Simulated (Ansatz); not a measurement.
The inner images of a band of CH$_{7}$BFN (11 atoms, charge 0, multiplicity 1) are given out of order.

Computed with RKS B3LYP/def2-mTZVP (Ansatz).

Image 0:

```xyz
11
Properties=species:S:1:pos:R:3
B 0.094 -0.255 0.068
F 0.406 0.741 1.012
H 1.022 -0.560 -0.649
H -0.956 -0.071 -0.507
N -0.185 -1.605 0.993
H -0.493 -2.354 0.375
C 0.978 -2.050 1.803
H 1.789 -2.304 1.125
H 1.292 -1.219 2.428
H 0.727 -2.911 2.424
H -0.971 -1.396 1.609
```

Image 8:

```xyz
11
Properties=species:S:1:pos:R:3
B 0.276 -0.688 -0.407
F -1.091 0.107 2.608
H 1.319 -0.123 -0.490
H -0.621 -0.495 -1.164
N 0.080 -1.595 0.641
H -0.767 -2.153 0.650
C 1.103 -2.091 1.570
H 1.446 -3.086 1.282
H 1.953 -1.412 1.554
H 0.716 -2.137 2.588
H -0.710 -0.308 1.849
```

**Question.** Put them in order from the first end to the last, with their energies above the first end.
A.
```xyz
11
Properties=species:S:1:pos:R:3
B 0.218 -0.701 -0.322
F -0.997 0.475 2.320
H 1.239 -0.097 -0.388
H -0.699 -0.501 -1.052
N 0.063 -1.654 0.693
H -0.765 -2.241 0.688
C 1.123 -2.164 1.571
H 1.626 -3.024 1.123
H 1.860 -1.381 1.737
H 0.717 -2.466 2.537
H -0.681 -0.228 1.772
```
B.
```xyz
11
Properties=species:S:1:pos:R:3
B 0.051 -0.247 0.044
F -0.465 0.834 0.791
H 1.240 -0.172 -0.153
H -0.620 -0.523 -0.923
N -0.162 -1.532 1.115
H -0.737 -2.255 0.688
C 1.051 -2.139 1.714
H 1.590 -2.689 0.946
H 1.693 -1.342 2.080
H 0.795 -2.813 2.533
H -0.732 -1.105 1.846
```
C.
```xyz
11
Properties=species:S:1:pos:R:3
B 0.044 -0.312 0.014
F -0.603 0.664 0.950
H 1.204 -0.058 -0.158
H -0.641 -0.507 -0.953
N -0.107 -1.550 1.059
H -0.784 -2.256 0.775
C 1.068 -2.172 1.710
H 1.581 -2.858 1.035
H 1.762 -1.385 1.991
H 0.757 -2.717 2.601
H -0.579 -0.832 1.658
```
D.
```xyz
11
Properties=species:S:1:pos:R:3
B 0.088 -0.244 0.073
F 0.127 0.809 1.008
H 1.147 -0.450 -0.472
H -0.869 -0.203 -0.666
N -0.185 -1.586 1.023
H -0.577 -2.328 0.446
C 0.998 -2.084 1.768
H 1.720 -2.464 1.050
H 1.443 -1.248 2.300
H 0.727 -2.871 2.472
H -0.917 -1.313 1.680
```
E.
```xyz
11
Properties=species:S:1:pos:R:3
B 0.093 -0.509 -0.044
F -0.689 0.594 1.257
H 1.177 -0.043 -0.165
H -0.709 -0.478 -0.917
N -0.069 -1.589 0.995
H -0.794 -2.272 0.799
C 1.092 -2.195 1.663
H 1.615 -2.897 1.010
H 1.789 -1.408 1.945
H 0.783 -2.722 2.566
H -0.585 -0.464 1.573
```
F.
```xyz
11
Properties=species:S:1:pos:R:3
B 0.075 -0.241 0.063
F -0.171 0.854 0.917
H 1.225 -0.325 -0.296
H -0.749 -0.364 -0.814
N -0.181 -1.561 1.070
H -0.661 -2.295 0.554
C 1.023 -2.113 1.739
H 1.659 -2.568 0.985
H 1.567 -1.294 2.201
H 0.758 -2.855 2.493
H -0.842 -1.220 1.769
```
G.
```xyz
11
Properties=species:S:1:pos:R:3
B 0.168 -0.680 -0.195
F -0.872 0.701 1.789
H 1.186 -0.069 -0.241
H -0.745 -0.469 -0.923
N 0.026 -1.673 0.796
H -0.786 -2.279 0.764
C 1.128 -2.220 1.598
H 1.685 -2.966 1.029
H 1.810 -1.419 1.876
H 0.758 -2.689 2.511
H -0.653 -0.219 1.676
```

**Answer.** D (+0.4 kcal/mol), F (+1.4 kcal/mol), B (+2.2 kcal/mol), C (+11.5 kcal/mol), E (+37.8 kcal/mol), G (+24.6 kcal/mol), A (+21.3 kcal/mol).

Run time: 2.8 min on 2 threads of Arm Neoverse V2, on a shared host, peak memory 0.19 GiB.
